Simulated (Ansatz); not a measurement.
Geometry optimisation, RKS B3LYP-D4/def2-SVP in Ansatz.

Input file:

```yaml
crystal:
  periodic: [false, false, false]
  atoms:
    - { symbol: Ta, position_ang: [-0.038013, -0.069426, 0.075463] }
    - { symbol: O, position_ang: [1.946273, -0.069159, 0.026697] }
    - { symbol: H, position_ang: [2.362253, -0.214851, 0.89093] }
    - { symbol: O, position_ang: [0.076871, -0.43081, 1.960225] }
    - { symbol: H, position_ang: [-0.333249, -1.034742, 2.591948] }
    - { symbol: O, position_ang: [-0.161432, -0.231743, -1.813054] }
    - { symbol: H, position_ang: [-0.523799, -0.798147, -2.503883] }
    - { symbol: Cl, position_ang: [-1.330411, 1.845358, 0.327927] }
    - { symbol: F, position_ang: [-1.076643, -1.667051, 0.078991] }
    - { symbol: F, position_ang: [1.461915, 2.345602, -1.230731] }
    - { symbol: H, position_ang: [2.167036, 1.741469, -1.206213] }
basis:
  gaussian: { orbitals: def2-SVP }
hamiltonian:
  xc: b3lyp
  dispersion: d4
relax:
  f_tol: 0.03
  max_steps: 50
```

Launched with:

```bash
$ ansatz run input.yaml --threads 4 --pin off --max-ram 5120MiB --backend cpu --events-out ev --progress --plain --runs-dir out
```

Task: Where does it end, and by what steps?

Result: The run converged. The force dipped under the threshold on the way, but the program's further checks kept it going. After 16 steps the energy has fallen by 0.160 eV; F10 moved furthest, 0.56 Å.

```json
{"step": "0", "energy less start (eV)": "0.0000", "largest force component (eV/Å)": "1.093", "accepted": "yes"}
{"step": "1", "energy less start (eV)": "-0.0790", "largest force component (eV/Å)": "0.434", "accepted": "yes"}
{"step": "2", "energy less start (eV)": "-0.0996", "largest force component (eV/Å)": "0.953", "accepted": "yes"}
{"step": "3", "energy less start (eV)": "-0.1252", "largest force component (eV/Å)": "0.185", "accepted": "yes"}
{"step": "4", "energy less start (eV)": "-0.1342", "largest force component (eV/Å)": "0.197", "accepted": "yes"}
{"step": "5", "energy less start (eV)": "-0.1425", "largest force component (eV/Å)": "0.450", "accepted": "yes"}
{"step": "6", "energy less start (eV)": "-0.1474", "largest force component (eV/Å)": "0.366", "accepted": "yes"}
{"step": "7", "energy less start (eV)": "-0.1531", "largest force component (eV/Å)": "0.046", "accepted": "yes"}
{"step": "8", "energy less start (eV)": "-0.1548", "largest force component (eV/Å)": "0.176", "accepted": "yes"}
{"step": "9", "energy less start (eV)": "-0.1577", "largest force component (eV/Å)": "0.119", "accepted": "yes"}
{"step": "10", "energy less start (eV)": "-0.1583", "largest force component (eV/Å)": "0.120", "accepted": "yes"}
{"step": "11", "energy less start (eV)": "-0.1581", "largest force component (eV/Å)": "0.119", "accepted": "no"}
{"step": "12", "energy less start (eV)": "-0.1591", "largest force component (eV/Å)": "0.011", "accepted": "yes"}
{"step": "13", "energy less start (eV)": "-0.1595", "largest force component (eV/Å)": "0.127", "accepted": "yes"}
{"step": "14", "energy less start (eV)": "-0.1598", "largest force component (eV/Å)": "0.064", "accepted": "yes"}
{"step": "15", "energy less start (eV)": "-0.1599", "largest force component (eV/Å)": "0.045", "accepted": "yes"}
{"step": "16", "energy less start (eV)": "-0.1600", "largest force component (eV/Å)": "0.019", "accepted": "yes"}
```

```xyz
11
Properties=species:S:1:pos:R:3
Ta -0.182 -0.109 0.131
O 1.740 0.202 0.041
H 2.243 0.131 0.866
O 0.137 -0.545 1.979
H -0.189 -1.233 2.571
O -0.234 -0.234 -1.747
H -0.272 -0.645 -2.615
Cl -1.384 1.834 0.444
F -1.239 -1.693 0.167
F 1.882 2.231 -1.589
H 2.048 1.477 -1.050
```

Whether the end is a true minimum wasn't checked by a vibrational analysis.

Run time: 61 s on 4 threads of Arm Neoverse V1 (shared host), peak memory 0.43 GiB.
